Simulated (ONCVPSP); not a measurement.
# What one change does to a pseudopotential (nickel, ONCV)

```json
{"Element": "nickel", "Generator": "ONCVPSP 4.0.1", "Type": "optimised norm-conserving Vanderbilt (ONCV)", "Functional": "BLYP", "Relativity": "scalar-relativistic", "Frozen core": "[Ar]", "Valence charge": "10", "Reference configuration": "3d8 4s1.75 (charge +0.25)", "Partial waves": "4s: rc 2.40 bohr, ncon 4, nbas 8, qcut 2.4 1/bohr, 1 projector; p scattering state at 0.16 Ha: rc 2.40 bohr, ncon 5, nbas 9, qcut 3 1/bohr, 2 projectors, debl 3.5 Ha; 3d: rc 0.80 bohr, ncon 4, nbas 8, qcut 11.4 1/bohr, 1 projector", "Local potential": "polynomial inside 0.70 bohr (lpopt 5, dvloc0 6 Ha)", "Core correction": "polynomial model core, fcfact 0.7"}
```

In the p channel the program set the typed energies aside and used 0.050, 3.550 Ha.

Change: s: rc 1.9.

Cutoffs: the cutoffs (Ha) at which the residual kinetic energy of the hardest occupied pseudo-wave falls to 1 and 0.1 mHa per electron; they do not see the model core or the augmentation charge, which bear on the density cutoff. Errors are all-electron minus pseudo energies relative to the spin-unpolarised reference configuration.

**Question.** How do hardness, ghosts and transferability respond?

**Answer.** The potential gets neither clearly harder nor softer (357 Ha and 452 Ha → 357 Ha and 452 Ha); both files keep a bound ghost (s); of the 4 tests that both files solve, the error grows in 0 and shrinks in 2 by more than 15 % and 0.3 meV (median size 14.0 → 8.1 meV).

| quantity | base | changed |
| --- | --- | --- |
| cutoff, loose | 357 Ha | 357 Ha |
| cutoff, tight | 452 Ha | 452 Ha |
| loose cutoff by channel | s 11 Ha, d 357 Ha | s 18 Ha, d 357 Ha |
| bound ghosts | s | s |
| GHOST(+) flags under 300 eV | p at 68.3 eV | p at 68.3 eV |
| error for 3d8 4s2, meV [ΔE -1.62 eV] | +0.1 | 0.0 |
| error for 3d8 4s1, meV [ΔE 7.72 eV] | -4.4 | -4.4 |
| error for 3d8 4s0, meV [ΔE 25.27 eV] | -50 | -36 |
| error for 3d8 4s0 4p1, meV [ΔE 13.44 eV] | -24 | -12 |
| p: phases at 2.43 bohr within 0.05 rad from the reference energy up to (Ha; the scan ends near 5) | 2.2 | 2.2 |
| d: phases at 0.81 bohr within 0.05 rad from the reference energy up to (Ha; the scan ends near 5) | to the end of the scan | to the end of the scan |
| rms error of d²Exc/dni dnj with the model core, mHa | 2.10 | 2.09 |

 A true bound ghost makes a file unfit for plane-wave use even where its test errors are small: the radial tests pick states by their node count and pass the ghost by.
